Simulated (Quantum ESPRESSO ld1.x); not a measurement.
Values are calculated unless marked as measured or tabulated.
All-electron atom: the tungsten ion W62+ in [Ne] 3s2. Level of theory: scalar-relativistic Kohn-Sham, LDA (Slater exchange, VWN5 correlation), spin-polarised, spherical densities, point nucleus (ld1.x of Quantum ESPRESSO 7.5). Some entries of the table are withheld. Estimate them.

| orbital | occ. | eigenvalue (eV) | <1/r> (bohr^-1) | <r^2> (bohr^2) |
|---|---|---|---|---|
| 1s | 2 | (1) | 87.09 | (2) |
| 2s | 2 | -16973.8 | 20.66 | 0.006915 |
| 2p | 6 | (3) | 18.70 | (4) |
| 3s | 2 | -6964.82 | (5) | (6) |

Answer. 
(1) 1s eigenvalue (eV): -74707.0
(2) 1s <r^2> (bohr^2): 0.0004627
(3) 2p eigenvalue (eV): -15518.2
(4) 2p <r^2> (bohr^2): 0.005670
(5) 3s <1/r> (bohr^-1): 8.437
(6) 3s <r^2> (bohr^2): 0.03835
